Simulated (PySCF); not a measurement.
Input file for PySCF: R-M06-2X/6-31G* on BGeH5O (SMILES O[BH][GeH3]), a point of a torsion scan.

```python
from pyscf import gto, scf, dft, mp
from pyscf.data.elements import chemcore

mol = gto.M(
    atom='''
    O     1.36534524    0.88168581    0.36113696
    B     0.90105075   -0.31649875    0.02707264
    Ge    1.76622342   -2.05714765    0.63550217
    H     2.25423774    1.15475364    0.14041823
    H    -0.25695513   -0.34310250   -0.19725899
    H     1.14245609   -2.44366205    1.94145227
    H     3.23290890   -2.04943456    0.97441223
    H     1.61256893   -3.31609588   -0.16234481
    ''',
    basis='6-31g*',
    cart=True,
    charge=0, spin=0, verbose=3, max_memory=1800)
mf = dft.RKS(mol, xc='m062x')
mf.conv_tol = 1e-8
mf.max_cycle = 100
mf.kernel()
if not mf.converged:
    mf = mf.newton().run(mf.mo_coeff, mf.mo_occ)
```

Program output:

```
converged SCF energy = -2179.7380830602
```

The calculation finished and met its thresholds.

Cost: around 14 core-seconds (rough).
